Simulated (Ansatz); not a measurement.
Relaxation of ClF₄HOW (8 atoms, charge 0, multiplicity 1), to a largest force component of 0.02 eV/Å in at most 40 steps.

Computed with Ansatz 0.2.0, RHF/def2-SVP.

```xyz
8
Properties=species:S:1:pos:R:3
W 0.000 0.000 0.000
F 0.000 0.000 1.850
F 1.850 0.000 0.000
F 0.000 1.850 0.000
O -1.940 0.000 0.000
H -2.277 -0.126 0.944
Cl 0.000 -2.390 0.000
F 0.000 0.000 -1.850
```

Where does it end, and by what steps?

It converged. After 10 steps the energy has fallen by 0.681 eV; H6 moved furthest, 0.69 Å.

```json
{"step": "0", "energy less start (eV)": "0.0000", "largest force component (eV/Å)": "3.199", "accepted": "yes"}
{"step": "1", "energy less start (eV)": "-0.4059", "largest force component (eV/Å)": "1.638", "accepted": "yes"}
{"step": "2", "energy less start (eV)": "-0.5325", "largest force component (eV/Å)": "0.494", "accepted": "yes"}
{"step": "3", "energy less start (eV)": "-0.6004", "largest force component (eV/Å)": "0.525", "accepted": "yes"}
{"step": "4", "energy less start (eV)": "-0.6283", "largest force component (eV/Å)": "0.547", "accepted": "yes"}
{"step": "5", "energy less start (eV)": "-0.5878", "largest force component (eV/Å)": "2.575", "accepted": "no"}
{"step": "6", "energy less start (eV)": "-0.6538", "largest force component (eV/Å)": "0.162", "accepted": "yes"}
{"step": "7", "energy less start (eV)": "-0.6678", "largest force component (eV/Å)": "0.336", "accepted": "yes"}
{"step": "8", "energy less start (eV)": "-0.6796", "largest force component (eV/Å)": "0.037", "accepted": "yes"}
{"step": "9", "energy less start (eV)": "-0.6805", "largest force component (eV/Å)": "0.055", "accepted": "yes"}
{"step": "10", "energy less start (eV)": "-0.6806", "largest force component (eV/Å)": "0.002", "accepted": "yes"}
```

```xyz
8
Properties=species:S:1:pos:R:3
W 0.000 -0.039 0.080
F 0.295 -0.001 1.892
F 1.824 -0.009 -0.146
F 0.071 1.801 0.080
O -1.783 -0.039 0.304
H -2.721 -0.059 0.426
Cl 0.106 -2.338 0.055
F -0.159 0.017 -1.748
```

Whether the end is a true minimum wasn't checked by a vibrational analysis.

The run took 9.3 s on 4 threads of AMD EPYC 9R45 96-Core Processor (Zen 5), on a shared host, peak memory 0.32 GiB.
